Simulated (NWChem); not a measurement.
System: phosphoric acid (H3PO4); SMILES O=P(O)(O)O

NWChem input:

```
start job
memory heap 200 mb stack 900 mb global 1100 mb
geometry units angstroms noautosym nocenter noautoz
  O      1.428183    -0.144019    -0.587962
  P      0.000298    -0.002482     0.130101
  O      0.003717    -0.030629     1.605433
  O     -0.581710     1.326436    -0.555273
  O     -0.850539    -1.149150    -0.601843
  H      2.000121    -0.748333    -0.097604
  H     -0.350735     2.108462    -0.037732
  H     -1.649916    -1.355540    -0.100685
end
basis spherical
  * library def2-svp
end
dft
  xc pbe0
  iterations 150
end
cosmo
  do_cosmo_smd true
  solvent hexane
end
task dft energy
```

Parts of the log:

```
             Northwest Computational Chemistry Package (NWChem) 7.3.0
             --------------------------------------------------------

                             Geometry "geometry" -> ""
                             -------------------------

 Output coordinates in angstroms (scale by  1.889725989 to convert to a.u.)

  No.       Tag          Charge          X              Y              Z
 ---- ---------------- ---------- -------------- -------------- --------------
    1 O                    8.0000     1.42818300    -0.14401900    -0.58796200
    2 P                   15.0000     0.00029800    -0.00248200     0.13010100
    3 O                    8.0000     0.00371700    -0.03062900     1.60543300
    4 O                    8.0000    -0.58171000     1.32643600    -0.55527300
    5 O                    8.0000    -0.85053900    -1.14915000    -0.60184300
    6 H                    1.0000     2.00012100    -0.74833300    -0.09760400
    7 H                    1.0000    -0.35073500     2.10846200    -0.03773200
    8 H                    1.0000    -1.64991600    -1.35554000    -0.10068500

 Effective nuclear repulsion energy (a.u.)     278.8548282103

                                 NWChem DFT Module
                                 -----------------

 Summary of "ao basis" -> "ao basis" (spherical)
 ------------------------------------------------------------------------------
       Tag                 Description            Shells   Functions and Types
 ---------------- ------------------------------  ------  ---------------------
 O                          def2-svp                 6       14   3s2p1d
 P                          def2-svp                 8       18   4s3p1d
 H                          def2-svp                 3        5   2s1p

 in cosmo_initialize ...
 calling solv_data for solv:hexane

 solvent parameters
 solvname_short: hexane
 solvname_long:  n-hexane
 dielec:        1.8819
 dielecinf:     1.8903
 nonaqueous SMD model solvent descriptors
 dielec:        1.8819
 sola:          0.0000
 solb:          0.0000
 solc:          0.0000
 solg:         25.7500
 solh:          0.0000
 soln:          1.3749

          ---------------
          -cosmo- solvent
          ---------------
 Cosmo: York-Karplus, doi: 10.1021/jp992097l
 dielectric constant -eps-     =   1.88
 screen = (eps-1)/(eps    )    =   0.46862
 surface charge correction     = lagrangian

   van der Waals surface
 --------------------------

 ---------- ATOMIC COORDINATES (A.U.) ------------ VDWR(ANG.) --
     1    2.69887453   -0.27215645   -1.11108707     2.294
     2    0.00056314   -0.00469030    0.24585524     2.120
     3    0.00702411   -0.05788042    3.03382846     2.294
     4   -1.09927250    2.50660058   -1.04931382     2.294
     5   -1.60728565   -2.17157862   -1.13731836     2.294
     6    3.77968063   -1.41414432   -0.18444482     1.200
     7   -0.66279304    3.98441544   -0.07130314     1.200
     8   -3.11788914   -2.56159917   -0.19026706     1.200
 number of segments per atom =        128
 number of   points per atom =        128
 atom (   nspa,  nppa )
 ----------------------
    1 (     73,     0 )       0
    2 (      0,     0 )       0
    3 (     78,     0 )       0
    4 (     73,     0 )       0
    5 (     75,     0 )       0
    6 (      1,     0 )       0
    7 (      1,     0 )       0
    8 (      1,     0 )       0
 number of -cosmo- surface points =      302
 molecular surface =    145.298 angstrom**2
 molecular volume  =    143.284 angstrom**3
 -lineq- algorithm             =   0
 -bem- low  level              =   3
 -bem- from -octahedral-
 gaussian surface charge width =   4.50000
 degree of switching           =   1.00000
 switching function tolerance  =   0.00010
 atomic radii =
 --------------
    1  8.000  2.294
    2 15.000  2.120
    3  8.000  2.294
    4  8.000  2.294
    5  8.000  2.294
    6  1.000  1.200
    7  1.000  1.200
    8  1.000  1.200
 ...... end of -cosmo- initialization ......

 nat:                     8
 ixmem:                  3618
 calling mnsol_interface()
 G(SMD-CDS) energy (kcal/mol)  =    -1.600
 SMD-CDS SASA (angstrom**2)    =   126.514

[...]

                                COSMO-SMD solvation results
                                ---------------------------

             internal energy in gas <Psi(g)|H|Psi(g)> =      -643.366511693893
         internal energy in solvent <Psi(s)|H|Psi(s)> =      -643.366366164623
                               delta internal energy  =         0.000145529270 (    0.09 kcal/mol)
   total free energy in solvent <Psi(s)|H+V/2|Psi(s)> =      -643.372501265418
 polarization energy contribution <Psi(s)|V/2|Psi(s)> =        -0.006135100795 (   -3.85 kcal/mol)
    total free energy in solvent including G(SMD-CDS) =      -643.375050769324
                       G(SMD-CDS) energy contribution =        -0.002549503906 (   -1.60 kcal/mol)
     1 M fixed-concentration free energy of solvation =        -0.008539075431 (   -5.36 kcal/mol)

                       DFT Final Molecular Orbital Analysis
                       ------------------------------------

 Vector   23  Occ=2.000000D+00  E=-3.577694D-01
              MO Center= -1.6D-03,  5.8D-03, -3.2D-01, r^2= 2.9D+00
   Bfn.  Coefficient  Atom+Function         Bfn.  Coefficient  Atom+Function
  ----- ------------  ---------------      ----- ------------  ---------------
     5      0.303680  1 O  py                50     -0.303924  4 O  px
    64      0.227834  5 O  px                 8      0.223138  1 O  py
    53     -0.223141  4 O  px                65     -0.223444  5 O  py
    38      0.188989  3 O  pz                 6      0.167655  1 O  pz
    67      0.167631  5 O  px                68     -0.163884  5 O  py

 Vector   24  Occ=2.000000D+00  E=-3.124535D-01
              MO Center=  1.1D-01,  3.1D-02,  1.0D+00, r^2= 1.9D+00
   Bfn.  Coefficient  Atom+Function         Bfn.  Coefficient  Atom+Function
  ----- ------------  ---------------      ----- ------------  ---------------
    36      0.520538  3 O  px                39      0.384759  3 O  px
     6     -0.227836  1 O  pz                 9     -0.172062  1 O  pz
    52      0.165827  4 O  pz                37     -0.152748  3 O  py
    55      0.124623  4 O  pz                25      0.121148  2 P  px
    40     -0.113376  3 O  py                31     -0.111946  2 P  d  1

 Vector   25  Occ=2.000000D+00  E=-3.124459D-01
              MO Center= -1.1D-01, -7.1D-02,  1.0D+00, r^2= 1.9D+00
   Bfn.  Coefficient  Atom+Function         Bfn.  Coefficient  Atom+Function
  ----- ------------  ---------------      ----- ------------  ---------------
    37      0.520427  3 O  py                40      0.384664  3 O  py
    66      0.227294  5 O  pz                69      0.171119  5 O  pz
    52     -0.165381  4 O  pz                36      0.152805  3 O  px
    55     -0.125262  4 O  pz                26      0.121160  2 P  py
    39      0.113405  3 O  px                29      0.112131  2 P  d -1

 Vector   26  Occ=0.000000D+00  E= 3.977541D-02
              MO Center=  4.8D-03, -1.3D-03,  2.6D-02, r^2= 6.2D+00
   Bfn.  Coefficient  Atom+Function         Bfn.  Coefficient  Atom+Function
  ----- ------------  ---------------      ----- ------------  ---------------
    76      0.618686  6 H  s                 81      0.616212  7 H  s
    86      0.615826  8 H  s                  3     -0.555232  1 O  s
    18      0.553326  2 P  s                 49     -0.553848  4 O  s
    63     -0.553170  5 O  s                 35     -0.169710  3 O  s
     2     -0.155064  1 O  s                 48     -0.154821  4 O  s

 Vector   27  Occ=0.000000D+00  E= 8.531676D-02
              MO Center=  1.0D+00, -3.9D-01,  6.0D-02, r^2= 6.1D+00
   Bfn.  Coefficient  Atom+Function         Bfn.  Coefficient  Atom+Function
  ----- ------------  ---------------      ----- ------------  ---------------
    76      1.092489  6 H  s                  3     -0.636640  1 O  s
    81     -0.560376  7 H  s                 86     -0.533987  8 H  s
    49      0.326811  4 O  s                 63      0.312988  5 O  s
     8      0.205760  1 O  py                 7     -0.202254  1 O  px
     9     -0.185477  1 O  pz                75      0.157310  6 H  s

 Vector   28  Occ=0.000000D+00  E= 8.542937D-02
              MO Center= -1.0D+00,  3.8D-01,  8.0D-02, r^2= 6.1D+00
   Bfn.  Coefficient  Atom+Function         Bfn.  Coefficient  Atom+Function
  ----- ------------  ---------------      ----- ------------  ---------------
    86     -0.954212  8 H  s                 81      0.938274  7 H  s
    63      0.556769  5 O  s                 49     -0.548311  4 O  s
    54     -0.229790  4 O  py                67     -0.229543  5 O  px
    55     -0.165897  4 O  pz                69      0.166649  5 O  pz
    85     -0.154508  8 H  s                 51     -0.149870  4 O  py

     Multipole analysis of the density
     ---------------------------------

     L   x y z        total         alpha         beta         nuclear
     -   - - -        -----         -----         ----         -------
     0   0 0 0      0.000000    -25.000000    -25.000000     50.000000

     1   1 0 0     -0.000859     -0.001514     -0.001514      0.002169
     1   0 1 0      0.001186      0.011494      0.011494     -0.021802
     1   0 0 1     -0.048604     -0.589645     -0.589645      1.130687

     2   2 0 0    -20.792063    -66.922252    -66.922252    113.052440
     2   1 1 0      0.000685     -0.000050     -0.000050      0.000785
     2   1 0 1     -0.028542     -0.003394     -0.003394     -0.021754
     2   0 2 0    -20.795717    -66.921482    -66.921482    113.047246
     2   0 1 1      0.226501      0.024416      0.024416      0.177668
     2   0 0 2    -32.683239    -68.165337    -68.165337    103.647435
```

Level: PBE0/def2-SVP, SMD on the gas-phase geometry. Geometry: optimised at PBE0/def2-SVP. Solvent: n-hexane.
